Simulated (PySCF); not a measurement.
## How methods differ on the excitation energy of Tc

Tc [Kr] 4d5 5s2 (6S) → Tc [Kr] 4d7 (4F), as a difference of total energies. All numbers are calculated (PySCF 2.14, scalar relativity through the core potential, in aug-cc-pwCVDZ-PP with ECP28MDF (6s6p5d3f, 70 functions)). Correlated levels: valence: 4s2 4p6 frozen. The calculations carry no spin-orbit coupling.

```json
{"method": "UHF", "excitation energy (eV)": "3.678"}
{"method": "MP2 (valence)", "excitation energy (eV)": "2.597"}
{"method": "SCS-MP2 (valence)", "excitation energy (eV)": "2.130"}
{"method": "CCSD (valence)", "excitation energy (eV)": "2.855"}
{"method": "CCSD(T) (valence)", "excitation energy (eV)": "2.726"}
```

**Question.** How much does correlation contribute at CCSD(T) (valence)?

**Answer.** 2.726 − (3.678) = -0.952 eV, measured against UHF.
